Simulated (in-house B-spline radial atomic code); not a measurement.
Computed with a B-spline radial atomic code. Model: two electrons, singlet ground state, non-relativistic, full CI in B-splines with partial waves to l = 8 (at full coupling up to 3e-4 hartree above the limit, correlation up to 0.6 % small), density held at that of full coupling by Lieb maximisation.

Along the adiabatic connection the electron repulsion is scaled by a coupling λ while a local potential keeps the density fixed. At λ = 0 the system is the Kohn-Sham one and W equals the exchange energy; the exchange-correlation energy is the area under W between 0 and 1. The kinetic energy rises with λ as the electrons avoid each other, with dT/dλ = −λ dW/dλ.

Command:
```bash
python run_ac.py task.json out
```
Settings (lengths in bohr, energies in hartree):
```
potential              dot
strength               1.94
lmax                   8
second                 1
```

Time taken, with all properties: 16 s on 1 thread of Intel(R) Xeon(R) Processor @ 2.30GHz, on a shared host.

**W = mean repulsion less Hartree energy, and W of three functionals.**

Given: confinement charge in harmonic well; well frequency 1.94 hartree; nuclear charge 1; external potential omega^2 r^2/2 - Z/r.

Computed: LDA exchange minus exact 183.43 millihartree; SCAN exchange minus exact 7.0293 millihartree.

| coupling | W xc (hartree) | W xc minus exchange (millihartree) | kinetic minus Kohn-Sham (millihartree) | LDA (PW92) W minus its exchange (millihartree) | PBE W minus its exchange (millihartree) | SCAN W minus its exchange (millihartree) |
| --- | --- | --- | --- | --- | --- | --- |
| 0 | -1.2459 | 0 | 0 | 0 | 0 | 0 |
| 0.02 | ? | ? | ? | ? | ? | ? |
| 0.05 | -1.2506 | -4.668 | 0.12 | -25.69 | -6.55 | -4.66 |
| 0.12 | -1.257 | -11.06 | 0.66 | -49.56 | -15.5 | -10.93 |
| 0.25 | -1.2684 | -22.5 | 2.77 | -83.29 | -31.26 | -22.02 |
| 0.4 | -1.281 | -35.045 | 6.84 | -114.04 | -48.14 | -34.08 |
| 0.6 | -1.2967 | -50.759 | 14.67 | -147.6 | -68.74 | -49.11 |
| 0.8 | -1.3113 | -65.412 | 24.91 | -175.79 | -87.51 | -63.1 |
| 1 | -1.325 | -79.098 | 37.22 | -200.27 | -104.74 | -76.2 |
| 1.4 | -1.3498 | -103.91 | 66.88 | -241.53 | -135.43 | -100.07 |
| 2 | -1.3817 | -135.76 | 120.74 | -290.67 | -174.19 | -131.12 |
| 3 | -1.424 | -178.04 | 225.49 | -352.16 | -225.37 | -173.35 |
| 4.5 | ? | ? | ? | ? | ? | ? |
| 7 | -1.5217 | -275.76 | 687.48 | -490.12 | -347.53 | -276.25 |
| 10 | -1.5609 | -314.96 | 1016.5 | -547.36 | -400.17 | -319.08 |

Problem. What belongs in the row 0.02?

Solution. W xc (hartree): -1.2478; W xc minus exchange (millihartree): -1.878; kinetic minus Kohn-Sham (millihartree): 0.02; LDA (PW92) W minus its exchange (millihartree): -12.46; PBE W minus its exchange (millihartree): -2.63; SCAN W minus its exchange (millihartree): -1.89.

Problem. What belongs in the row 4.5?

Solution. W xc (hartree): -1.4704; W xc minus exchange (millihartree): -224.45; kinetic minus Kohn-Sham (millihartree): 397.49; LDA (PW92) W minus its exchange (millihartree): -417.57; PBE W minus its exchange (millihartree): -282.27; SCAN W minus its exchange (millihartree): -221.29.

Problem. What is the PBE exchange minus exact?

Solution. 50.5 millihartree.

**Energy parts, natural occupations and partial-wave weights.**

Computed: exchange energy -1.2459 hartree; correlation energy -0.04188 hartree; kinetic part of the DFT correlation energy 0.037218 hartree; initial slope twice GL2 -0.094245 hartree; Hartree energy 2.4918 hartree; Kohn-Sham kinetic 3.6217 hartree; Lieb Oxford ratio E_xc over LDA exchange 1.2121.

```
natural  occupation of the shell (electrons)
      s                               1.9896
      p                                    ?
      s                            0.0010791
      d                           0.00036175
      p                           0.00011288
      f                           4.6216e-05
```

Problem. What belongs in the row p?

Solution. occupation of the shell (electrons): 0.0087369.

```
wave      weight
   s     0.99534
   p   0.0044287
   d           ?
   f  2.5965e-05
   g   5.942e-06
```

Problem. What belongs in the row d?

Solution. weight: 0.00019204.

Problem. What is the total energy?

Solution. 3.5583 hartree.

Problem. What is the kinetic part over minus potential part?

Solution. 0.47053.

Half-way to full coupling W has made 54 % of its drop, against 50 % for a straight line, and second-order (GL2) theory, half the initial slope, overshoots the correlation energy by about 13 %: a moderate bend, as in light atoms. Over couplings 0 to 1 the errors in E_xc come to about +102 millihartree for LDA, +36 millihartree for PBE, +8.4 millihartree for SCAN, so SCAN is nearest. In LDA and PBE the errors of exchange and correlation have opposite signs, so the sum is smaller than the larger of the two.
